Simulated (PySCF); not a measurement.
**As (arsenic, neutral) across methods**

[Ar] 3d10 4s1 4p4, high-spin 4P determinant (an excited configuration). All numbers are calculated (PySCF 2.14, the spin-free X2C one-electron Hamiltonian (Gaussian nucleus), in aug-cc-pVTZ-DK (7s6p4d2f, 59 functions)).

| method | E (hartree) | mean ε 4s α (eV) | mean ε 4p α (eV) | mean ε 4p β (eV) | Σ⟨r²⟩ (bohr²) | ⟨S²⟩ |
| --- | --- | --- | --- | --- | --- | --- |
| PBE | -2260.066 | -16.323 | -6.666 | -4.649 | 42.65 | 3.757 |
| TPSSh | -2260.322 | -17.432 | -7.286 | -4.896 | 42.44 | 3.760 |
| HSE06 | -2260.106 | -18.027 | -7.491 | -5.007 | 42.53 | 3.759 |
| PBE0 | -2260.109 | -18.480 | -7.924 | -5.352 | 42.51 | 3.760 |
| UHF | -2258.69929 | -24.490 | -11.304 | -6.196 | 43.90 | 3.801 |
| B3LYP | -2260.419 | -17.972 | -7.532 | -5.365 | 42.68 | 3.759 |
| r2SCAN | -2260.369 | -17.291 | -7.139 | -4.674 | 42.39 | 3.768 |
| LDA | -2256.927 | -16.455 | -6.736 | -4.741 | 42.59 | 3.756 |

(1) Estimate the same row for TPSS.

Answers

(1) E (hartree) = -2260.332; mean ε 4s α (eV) = -16.598; mean ε 4p α (eV) = -6.797; mean ε 4p β (eV) = -4.612; Σ⟨r²⟩ (bohr²) = 42.48; ⟨S²⟩ = 3.759.
